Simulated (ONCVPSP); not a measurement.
## Cl: one change to an ONCV potential, before and after

* Element: Cl
* Generator: ONCVPSP 4.0.1
* Type: optimised norm-conserving Vanderbilt (ONCV)
* Functional: PBE
* Relativity: scalar-relativistic
* Frozen core: [Ne]
* Valence charge: 7
* Reference configuration: 3s1.75 3p5.25
* Partial waves: 3s: rc 1.40 bohr, ncon 4, nbas 8, qcut 4.2 1/bohr, 2 projectors, debl 0.4 Ha; 3p: rc 1.25 bohr, ncon 3, nbas 6, qcut 7.5 1/bohr, 2 projectors, debl 2.6 Ha; d scattering state at 0.32 Ha: rc 1.15 bohr, ncon 4, nbas 7, qcut 9.8 1/bohr, 2 projectors, debl 3.4 Ha
* Local potential: polynomial inside 1.00 bohr (lpopt 1, dvloc0 0 Ha)
* Core correction: polynomial model core, fcfact 0.4

In the s channel the program set the typed energies aside and used -0.767, 0.250 Ha.

All-electron outer shells of the reference configuration (PBE, scalar-relativistic, ld1.x):

| shell | level (eV) | outermost node (bohr) | outermost maximum (bohr) |
| --- | --- | --- | --- |
| 2s | -253.05 | 0.12 | 0.36 |
| 2p | -191.97 | – | 0.30 |
| 3s | -20.86 | 0.55 | 1.27 |
| 3p | -8.73 | 0.53 | 1.43 |

Change: all radii but the core radius scaled by about 0.80 (s 1.12, p 1.00, d 0.92 bohr); local potential polynomial inside 0.80 bohr (lpopt 1, dvloc0 0 Ha).

Cutoffs: the cutoffs (Ha) at which the residual kinetic energy of the hardest occupied pseudo-wave falls to 1 and 0.1 mHa per electron; they do not see the model core or the augmentation charge, which bear on the density cutoff. Errors are all-electron minus pseudo energies relative to the spin-unpolarised reference configuration.

How do hardness, ghosts and transferability respond?

The potential gets neither clearly harder nor softer (68 Ha and 88 Ha → 61 Ha and 155 Ha); a bound ghost appears in p, which as a rule spoils a file; of the 4 tests that both files solve, the error grows in 2 and shrinks in 1 by more than 15 % and 0.3 meV (median size 0.7 → 1.4 meV).

```tsv
quantity	base	changed
cutoff, loose	68 Ha	61 Ha
cutoff, tight	88 Ha	155 Ha
loose cutoff by channel	s 68 Ha, p 14 Ha	s 49 Ha, p 61 Ha
bound ghosts	none	p
GHOST(+) flags under 300 eV	none	none
error for 3s2 3p5, meV [ΔE -3.03 eV]	-0.3	-0.5
error for 3s2 3p4, meV [ΔE 10.85 eV]	+1.0	-3.6
error for 3s2 3p3, meV [ΔE 36.29 eV]	+16	+0.4
error for 3s2 3p4.5, meV [ΔE 2.55 eV]	-0.4	-2.3
rms error of d²Exc/dni dnj with the model core, mHa	0.45	0.24
```

Changed file: The cutoffs count occupied waves only; projector 2 of the p channel, the hardest unoccupied one, needs 160 Ha at the loose tolerance. A true bound ghost makes a file unfit for plane-wave use even where its test errors are small: the radial tests pick states by their node count and pass the ghost by.
